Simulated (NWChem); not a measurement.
# AlNH₃OBr; SMILES [Al]([NH2])([Br])[OH]

```xyz
7

Al     0.0177    -0.9567     0.0000
Br     0.0068     1.3015     0.0000
O      1.4692    -1.8325     0.0000
H      2.3508    -1.4585     0.0000
N     -1.5086    -1.8247     0.0000
H     -1.5900    -2.8348     0.0000
H     -2.4233    -1.3903     0.0000
```
Atoms are numbered in this order, from 1.

All runs: NWChem. All runs use the structure optimised with PBE0/def2-SVP. Vertical excitations in the gas phase; the lowest state need not have the same character in each row.

For level B3LYP/def2-SVP, TDA:

| Property | Value |
|---|---|
| lowest excitation, singlet (eV) | 5.57 |
| lowest state with f > 0.02, singlet (eV) | 6.50 |
| orbital gap (eV) | 6.65 |

Problem. What are these values for level PBE/def2-SVP, TDA?

Solution. The lowest excitation, singlet (eV) is 5.03. The lowest state with f > 0.02, singlet (eV) comes out as 6.02 and the orbital gap (eV) is 4.90.
